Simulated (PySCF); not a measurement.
C7H12OSSi.
Structure used (GFN2-xTB), in Å, numbered top down from 1:
```
atom  x, y, z in Å
C1    -0.6810   -1.5169   -0.6500
C2    -0.8724   -0.4061    0.0515
Si3    0.5025    0.7410    0.6201
O4     1.8579   -0.0574    0.0871
C5     3.0933    0.3461    0.2577
C6     4.1367   -0.5631   -0.3013
S7     3.4528    1.7345    1.0239
C8    -2.2203    0.0602    0.4620
C9    -3.4571   -0.2507   -0.3234
C10   -2.8998    1.1404   -0.3300
H11    0.3053   -1.8337   -0.9437
H12   -1.4953   -2.1587   -0.9495
H13    0.4422    2.0541   -0.0165
H14    0.5676    0.8535    2.0756
H15    4.0388   -1.5509    0.1492
H16    3.9875   -0.6720   -1.3758
H17    5.1282   -0.1663   -0.1062
H18   -2.3249    0.1326    1.5387
H19   -4.3744   -0.4361    0.2150
H20   -3.3597   -0.8301   -1.2280
H21   -2.4100    1.4820   -1.2291
H22   -3.4282    1.9172    0.2010
```

Definitions: NICS(0) = −σiso at the ring centroid; NICS(1) = −σiso and NICS(1)zz = −σzz at ±1 Å along the ring normal z. Level: GIAO PBE0/pcSseg-1 (PySCF, non-relativistic, gas phase) on the GFN2-xTB geometry, one conformer.

Ring bond lengths (Å), with Mayer bond orders in brackets: C8–C9 1.498 (0.98), C9–C10 1.499 (0.98), C10–C8 1.502 (0.93).

Task: Give the NICS values of each ring in ppm.

Result: 
```csv
ring,type,NICS(0),"NICS(1), two faces","NICS(1)zz, two faces",rms pucker (Å),"centre to ring atoms, mean (Å)"
C8–C9–C10,3-membered carbocycle; formal bonds all single,-43.5,-8.8 / -8.3,-20.6 / -22.6,0.00,0.87
```

Task: What do they say, and how far can they be read as aromaticity?

Result: 
- C8–C9–C10: mean NICS(1)zz -21.6 ppm, shielded. C8, C9, C10 have four or more neighbours; no verdict on aromaticity is drawn. NICS(0) lies 35 ppm below the mean NICS(1).

Task: How shielded are the nuclei of the rings and their hydrogens (means over atoms taken as equivalent)?

Result: 
```tsv
atoms	environment	σ isotropic (ppm)	principal values of the symmetric part, first atom (ppm)
C8	allylic carbon	169.0	141.0, 153.2, 212.7
C9 (×2)	three-membered-ring carbon	180.5	154.5, 180.4, 216.0
H18	methine hydrogen	30.34	23.7, 28.3, 39.0
H19 (×2)	methylene hydrogen	31.09	25.0, 26.8, 41.6
H20 (×2)	methylene hydrogen	31.33	25.1, 28.4, 39.2
```
